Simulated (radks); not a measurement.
All-electron atom: Rh in [Kr] 4d8 5s1. All-electron calculation, Dirac Kohn-Sham, PBE, spin-unpolarised, spherical densities, point nucleus; open shells fill j = l - 1/2 first. Program: a radial shooting solver on a logarithmic mesh with Libxc functionals.

Spin-orbit splittings of the eigenvalues, e(l+1/2) - e(l-1/2), with zeta = 2 splitting/(2l+1) and mean radii in bohr:

| shell | occ. | splitting (eV) | zeta (eV) | <r> j=l-1/2 | <r> j=l+1/2 |
|---|---|---|---|---|---|
| 2p | 6 | 144.6 | 96.41 | 0.1203 | 0.1252 |
| 3p | 6 | ? | ? | 0.3831 | 0.3938 |
| 3d | 10 | 4.906 | 1.962 | 0.3683 | 0.3718 |
| 4p | 6 | 3.894 | 2.596 | 1.061 | 1.092 |
| 4d | 8 | 0.3910 | 0.1564 | 1.578 | 1.605 |

Estimate the 3p splitting.

Answer. 24.88 eV (zeta = 16.59 eV).
